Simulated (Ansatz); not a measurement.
```yaml
crystal:
  periodic: [false, false, false]
  atoms:
    - {symbol: C, position_ang: [-1.271006, 0.723512, -0.392964]}
    - {symbol: Si, position_ang: [0.211689, -0.053048, 0.412750]}
    - {symbol: N, position_ang: [0.742385, -1.319040, -0.608944]}
    - {symbol: O, position_ang: [-0.111564, -0.624622, 1.920983]}
    - {symbol: S, position_ang: [1.721639, 1.395208, 0.876460]}
    - {symbol: H, position_ang: [-1.004799, 1.227944, -1.325103]}
    - {symbol: H, position_ang: [-1.709073, 1.465397, 0.277392]}
    - {symbol: H, position_ang: [-2.033628, -0.028468, -0.615102]}
    - {symbol: H, position_ang: [0.403761, -1.386061, -1.554242]}
    - {symbol: H, position_ang: [1.664354, -1.713335, -0.515657]}
    - {symbol: H, position_ang: [-0.380730, -1.543980, 1.956830]}
    - {symbol: H, position_ang: [1.844070, 1.801494, -0.398202]}
basis:
  gaussian: {orbitals: cc-pVTZ, point_charges: [{charge: 0.50, position_ang: [5.975, -0.528, 0.995]}]}
magnetization: {spin_polarized: true, initial_magnetization: 4}
hamiltonian: {xc: {name: BLYP}, dispersion: d4}
output: {forces: true}
```

```sh
$ ansatz run in.yaml --threads 4 --pin off --events-out ev --progress --plain --max-ram 10444MiB
```

It prints (some lines left out):

```
Functional definition: BLYP
1469 factors; their error is unknown
mean field evaluation 1: about -23363.4569 eV, gradient 8.4e1 eV
mean field evaluation 2: about -23072.7590 eV, gradient 2.2e2 eV
mean field evaluation 4: about -23346.2885 eV, gradient 8.4e1 eV
mean field evaluation 8: about -23391.0706 eV, gradient 2.0e1 eV
mean field evaluation 16: about -23393.7216 eV, gradient 3.7e-2 eV
mean field evaluation 32: about -23393.6671 eV, gradient 9.3e-5 eV
mean field -23393.66707032 eV, -859.7014080371 hartree, gradient 2.4e-5 eV, S^2 6.005489; 8 other end points of the search recorded, 0 dependent functions left out
reference -23393.66746607 eV, -859.7014225808 hartree; 31, 27 occupied and 225, 229 virtual orbitals, 1469 factors
Total energy: -23394.30904102 eV, -859.7250000253 hartree
Atom 0 at    -1.271006     0.723512    -0.392964 Å, force    -0.720311     0.747181     0.031602 eV/Å
Atom 1 at     0.211689    -0.053048     0.412750 Å, force    -1.428593    -0.015508     0.823558 eV/Å
Atom 2 at     0.742385    -1.319040    -0.608944 Å, force     0.505973    -0.343443    -0.310790 eV/Å
Atom 3 at    -0.111564    -0.624622     1.920983 Å, force    -0.073673     0.707786     0.748219 eV/Å
Atom 4 at     1.721639     1.395208     0.876460 Å, force     1.065901     0.555186     5.262026 eV/Å
Atom 5 at    -1.004799     1.227944    -1.325103 Å, force     0.328143     0.054344    -0.204189 eV/Å
Atom 6 at    -1.709073     1.465397     0.277392 Å, force    -0.183792     0.183154     0.147061 eV/Å
Atom 7 at    -2.033628    -0.028468    -0.615102 Å, force    -0.018662    -0.337312     0.063221 eV/Å
Atom 8 at     0.403761    -1.386061    -1.554242 Å, force    -1.006351    -0.565733    -2.323157 eV/Å
Atom 9 at     1.664354    -1.713335    -0.515657 Å, force     1.518505    -1.188954     0.493907 eV/Å
Atom 10 at    -0.380730    -1.543980     1.956830 Å, force    -0.450703    -1.241083     0.197797 eV/Å
Atom 11 at     1.844070     1.801494    -0.398202 Å, force     0.471278     1.449084    -4.925402 eV/Å
Dipole moment:    -0.578302    -0.085012    -0.001555 e Å
```

**Question.** What is wrong with this run?

**Answer.** The spin is set far too high for this molecule. The calculation finished and met its thresholds. The result belongs to that input, not to the molecule as meant.
